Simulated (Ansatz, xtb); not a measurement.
## A geometry optimisation of AlFGeHP with r2SCAN-D4/def2-SVP

The starting geometry of this gas-phase triplet was built from a drawn formula by distance geometry; its bonds are those of `F[P]([Al])#[GeH]`.

```json
{"atom": "Al", "x (Å)": "-0.1228", "y (Å)": "-0.0956", "z (Å)": "1.3143"}
{"atom": "F", "x (Å)": "-1.7790", "y (Å)": "2.8328", "z (Å)": "2.1254"}
{"atom": "Ge", "x (Å)": "-0.3986", "y (Å)": "2.9303", "z (Å)": "-0.7287"}
{"atom": "P", "x (Å)": "-1.0054", "y (Å)": "1.9993", "z (Å)": "0.8753"}
{"atom": "H", "x (Å)": "-0.1637", "y (Å)": "3.5253", "z (Å)": "-1.9995"}
```

Task: Predict what becomes of its bonds when it is optimised with r2SCAN-D4/def2-SVP.

Result: New bonds form, giving a structure with H5 bridging Ge3 and Al1, given below by its coordinates. Distances that change by over a tenth: Ge3–P4 (1.95 → 2.42 Å), Ge3–H5 (1.42 → 1.74 Å). Contacts that close: Al1–Ge3 (3.66 → 2.52 Å), Al1–H5 (4.91 → 1.86 Å).

The energy falls by 2.85 eV over 27 steps:

```tsv
step	E − E(last) (eV)
1	2.850
4	1.111
7	0.856
10	0.576
13	0.387
15	0.323
18	0.285
21	0.045
24	0.009
27	0.000
```

Final geometry (Å):

```xyz
5

Al   -0.0635    0.8326    0.0575
F    -1.6261    2.6389    2.3284
Ge    0.2196    3.3195   -0.1957
P    -1.7891    2.3336    0.7195
H    -0.2105    2.0675   -1.3229
```

From the same start GFN2-xTB reaches the same bonding as this run.

No frequencies were run, so the end isn't proven a minimum. Open shells are spin-unrestricted. The triplet needn't be the ground state. Run with Ansatz 0.2.0, 2.9 min on 2 threads of Intel(R) Xeon(R) Platinum 8259CL CPU @ 2.50GHz (Skylake/Cascade Lake) (shared host).
